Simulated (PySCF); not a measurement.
CCl₃, SMILES Cl[C](Cl)Cl, multiplicity 2. Geometry optimised at B3LYP-D3(BJ)/def2-SVP. The isomer is the one that the SMILES or the coordinates give; other isomers of the formula were not compared.

All values below come from B3LYP-D3(BJ)/def2-SVP run with PySCF 2.14.0.

Harmonic wavenumbers (cm⁻¹): 270, 270, 326, 495, 884, 884. Rotational constants (GHz): 3.270, 3.270, 1.646; symmetry number 3.

Problem. Work out the zero-point energy and the ideal-gas rigid-rotor harmonic-oscillator thermochemistry at 298.15 K and 1 atm.

Solution. ZPE = ½ Σ hcν = ½ × 3129 cm⁻¹ = 18.72 kJ/mol. H − E(el) = 32.96 kJ/mol. Entropy in J/(mol K): translation 168.28, rotation 105.11, vibration 22.75, spin 5.76, total 301.91. G − E(el) = -57.05 kJ/mol. Cp = 64.16 J/(mol K).
